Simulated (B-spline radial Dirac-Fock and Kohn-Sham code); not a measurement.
# Tl: non-radiative channels of the N1 vacancy

System: the free thallium atom in the configuration 1s2 2s2 2p6 3s2 3p6 3d10 4s2 4p6 4d10 4f14 5s2 5p6 5d10 6s2 6p1.

Input file task.json (cfg lists n, l and occupation; rrms is the nuclear radius in fm):

```json
{"items": [{
  "Z": 81,
  "q": 0,
  "cfg": [[1, 0, 2], [2, 0, 2], [2, 1, 6], [3, 0, 2], [3, 1, 6], [3, 2, 10], [4, 0, 2], [4, 1, 6], [4, 2, 10], [4, 3, 14], [5, 0, 2], [5, 1, 6], [5, 2, 10], [6, 0, 2], [6, 1, 1]],
  "A": 205,
  "rrms": 5.4759,
  "do": ["binding", "quiet", "decay"],
  "holes": ["K", "L1", "L2", "L3", "M1", "M2", "M3", "M4", "M5", "N1", "N2", "N3", "N4", "N5", "N6", "N7"]
}]}
```

Run with: `python xray_run.py task.json out`

Method: independent-particle radiative and Coulomb Auger rates from relativistic LDA hole-state orbitals, with Dirac-Fock energies. Computed with a radial B-spline solver. Kinetic energies are configuration averages from the vacuum level; the two-hole energies are estimated from single-hole states.

```tsv
transition	kinetic energy (eV)	width (meV)	share (%)
N1-N2O2	5.70	682	4.6
N1-N2O3	26.12	1320	8.8
N1-N3O1	72.61	832	5.6
N1-N3N6	82.61	739	4.9
N1-N3N7	87.90	1150	7.7
N1-N2O4	90.79	829	5.5
N1-N2O5	93.09	1330	8.9
N1-N3O2	117.3	947	6.3
N1-N3O3	138.7	1020	6.8
N1-N3O4	202.9	765	5.1
N1-N3O5	205.4	937	6.3
N1-N4O1	278.1	287	1.9
N1-N5O1	299.0	406	2.7
N1-N6O1	566.7	322	2.2
N1-N7O1	571.2	419	2.8
N1-N6N7	581.4	298	2.0
```

Coster-Kronig rates are the weakest part of this model and often come out 1.5 to 2.5 times too large. The listed channels hold 82 % of the non-radiative rate. Summed by principal shells, of 15.0 eV in all: NNO 74.7 %, NNN 21.3 %, NNP 2.5 %, NOO 1.4 %.
